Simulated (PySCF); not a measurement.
C₄H₈, charge +1, doublet, geometry from GFN2-xTB (a state made from the parent by changing its charge; the spin is typed, not shown lowest); CASSCF(3,4)/STO-3G run with PySCF.

Here is a job for PySCF.
```python
from pyscf import gto, scf, mcscf
import numpy

mol = gto.Mole()
mol.atom = '''
    C    -1.135776   -0.866780    0.114755
    C    -0.009413    0.060117    0.006364
    C     1.340407   -0.440126   -0.253105
    C    -0.222653    1.422006    0.150535
    H    -1.315075   -1.071134    1.181724
    H    -0.938860   -1.828145   -0.356361
    H    -2.071633   -0.432180   -0.241682
    H     1.458563   -1.491018    0.004992
    H     2.111966    0.174591    0.214413
    H     1.538854   -0.358063   -1.333020
    H     0.560879    2.140365   -0.043314
    H    -1.180084    1.814283    0.461957
'''
mol.basis = 'sto-3g'
mol.charge = 1
mol.spin = 1
mol.verbose = 4
mol.build()

mf = scf.ROHF(mol)
mf.kernel()
mc = mcscf.CASSCF(mf, 4, 3)
mc.fix_spin_(ss=0.75)
mc.kernel()
occ = numpy.linalg.eigvalsh(mc.fcisolver.make_rdm1(mc.ci, mc.ncas, mc.nelecas))[::-1]
ss = mc.fcisolver.spin_square(mc.ci, mc.ncas, mc.nelecas)[0]
print('natural occupations', occ.round(4), ' <S^2>', round(ss, 4))
```

Output, abridged:

```
PySCF version 2.14.0

[INPUT] verbose = 4
[INPUT] num. atoms = 12
[INPUT] num. electrons = 31
[INPUT] charge = 1
[INPUT] spin (= nelec alpha-beta = 2S) = 1
[INPUT] symmetry False subgroup None
[INPUT] Mole.unit = angstrom
[INPUT] Symbol           X                Y                Z      unit          X                Y                Z       unit  Magmom
[...]
nuclear repulsion = 120.275133932891
number of shells = 20
number of NR pGTOs = 84
number of NR cGTOs = 28
basis = sto-3g
ecp = {}

******** <class 'pyscf.scf.rohf.ROHF'> ********
method = ROHF
initial guess = minao
damping factor = 0
level_shift factor = 0
DIIS = <class 'pyscf.scf.diis.CDIIS'>
diis_start_cycle = 1
diis_space = 8
diis_damp = 0
SCF conv_tol = 1e-09
SCF conv_tol_grad = None
SCF max_cycles = 50
direct_scf = True
direct_scf_tol = 1e-13
num. doubly occ = 15  num. singly occ = 1
Set gradient conv threshold to 3.16228e-05
init E= -154.874660092792
[...]
cycle= 1 E= -153.950886824005  delta_E= 0.924  |g|= 0.331  |ddm|=  2.8
[...]
cycle= 2 E= -153.997984786491  delta_E= -0.0471  |g|= 0.068  |ddm|= 0.414
[...]
cycle= 3 E= -154.001429738974  delta_E= -0.00344  |g|= 0.0292  |ddm|= 0.11
[...]
cycle= 4 E= -154.001963447486  delta_E= -0.000534  |g|= 0.00757  |ddm|= 0.0445
[...]
cycle= 5 E= -154.002074600529  delta_E= -0.000111  |g|= 0.00569  |ddm|= 0.0222
[...]
cycle= 6 E= -154.002109785524  delta_E= -3.52e-05  |g|= 0.00159  |ddm|= 0.015
[...]
cycle= 7 E= -154.002114150691  delta_E= -4.37e-06  |g|= 0.000692  |ddm|= 0.00562
[...]
cycle= 8 E= -154.002114684948  delta_E= -5.34e-07  |g|= 9.41e-05  |ddm|= 0.00242
[...]
cycle= 9 E= -154.002114693693  delta_E= -8.75e-09  |g|= 1.17e-05  |ddm|= 0.000229
[...]
cycle= 10 E= -154.002114693872  delta_E= -1.79e-10  |g|= 5.43e-06  |ddm|= 2.78e-05
[...]
Extra cycle  E= -154.002114693902  delta_E= -2.96e-11  |g|= 2.81e-06  |ddm|= 7.91e-06
converged SCF energy = -154.002114693902

******** <class 'pyscf.mcscf.mc1step.CASSCF'> ********
CAS (2e+1e, 4o), ncore = 14, nvir = 10
max_cycle_macro = 50
max_cycle_micro = 4
conv_tol = 1e-07
conv_tol_grad = None
orbital rotation max_stepsize = 0.02
orbital rotation threshold for CI restart = 0.01
augmented hessian ah_max_cycle = 30
augmented hessian ah_conv_tol = 1e-12
augmented hessian ah_linear dependence = 1e-14
augmented hessian ah_level shift = 1e-08
augmented hessian ah_start_tol = 2.5
augmented hessian ah_start_cycle = 3
augmented hessian ah_grad_trust_region = 3
kf_trust_region = 3
kf_interval = 4
ci_response_space = 4
[...]
CASCI E = -154.002858072267  S^2 = 0.7500000
[...]
macro iter  40 ( 21 JK    4 micro), CASSCF E = -154.013960775833  dE = -1.09099824e-06  S^2 = 0.7500000
               |grad[o]|=0.00594  |grad[c]|=0.0102  |ddm|=0.00375  |maxRot[o]|=0.000537
macro iter  41 ( 21 JK    4 micro), CASSCF E = -154.013963993731  dE = -3.21789847e-06  S^2 = 0.7500000
               |grad[o]|=0.00594  |grad[c]|=0.0102  |ddm|=0.00375  |maxRot[o]|=0.000636
macro iter  42 ( 21 JK    4 micro), CASSCF E = -154.013964481820  dE = -4.88088375e-07  S^2 = 0.7500000
               |grad[o]|=0.00593  |grad[c]|=0.0102  |ddm|=0.00374  |maxRot[o]|=0.000751
macro iter  43 ( 21 JK    4 micro), CASSCF E = -154.013967934637  dE = -3.45281697e-06  S^2 = 0.7500000
               |grad[o]|=0.00593  |grad[c]|=0.0102  |ddm|=0.00373  |maxRot[o]|=0.000892
macro iter  44 ( 21 JK    4 micro), CASSCF E = -154.013967647208  dE =  2.87429145e-07  S^2 = 0.7500000
               |grad[o]|=0.00592  |grad[c]|=0.0102  |ddm|=0.00373  |maxRot[o]|=0.00106
macro iter  45 ( 21 JK    4 micro), CASSCF E = -154.014681343198  dE = -7.13695991e-04  S^2 = 0.7500000
               |grad[o]|=0.00592  |grad[c]|=0.00687  |ddm|=0.00334  |maxRot[o]|=0.048
macro iter  46 ( 12 JK    3 micro), CASSCF E = -154.015535703686  dE = -8.54360488e-04  S^2 = 0.7500000
               |grad[o]|=0.00488  |grad[c]|=0.00972  |ddm|=0.00421  |maxRot[o]|=0.0819
macro iter  47 ( 18 JK    4 micro), CASSCF E = -154.015623453307  dE = -8.77496207e-05  S^2 = 0.7500000
               |grad[o]|=0.00261  |grad[c]|=0.00624  |ddm|=0.00298  |maxRot[o]|=0.0216
macro iter  48 ( 15 JK    4 micro), CASSCF E = -154.015650846340  dE = -2.73930330e-05  S^2 = 0.7500000
               |grad[o]|=0.00239  |grad[c]|=0.00505  |ddm|=0.00182  |maxRot[o]|=0.0108
macro iter  49 ( 14 JK    4 micro), CASSCF E = -154.015732700951  dE = -8.18546110e-05  S^2 = 0.7500000
               |grad[o]|=0.00214  |grad[c]|=0.00485  |ddm|=0.00176  |maxRot[o]|=0.0185
macro iter  50 ( 10 JK    4 micro), CASSCF E = -154.015792582385  dE = -5.98814346e-05  S^2 = 0.7500000
               |grad[o]|=0.00153  |grad[c]|=0.00251  |ddm|=0.00116  |maxRot[o]|=0.0193
1-step CASSCF not converged,  50 macro (1004 JK 198 micro) steps
CASSCF canonicalization
Density matrix diagonal elements [1.9850972  0.9993856  0.00250167 0.01301553]
CASSCF energy = -154.015792582385
CASCI E = -154.015792582385  E(CI) = -3.82910233440299  S^2 = 0.7500000
natural occupations [1.9852 0.9993 0.013  0.0024]  <S^2> 0.75
```

The run did not converge; its last values are not results.
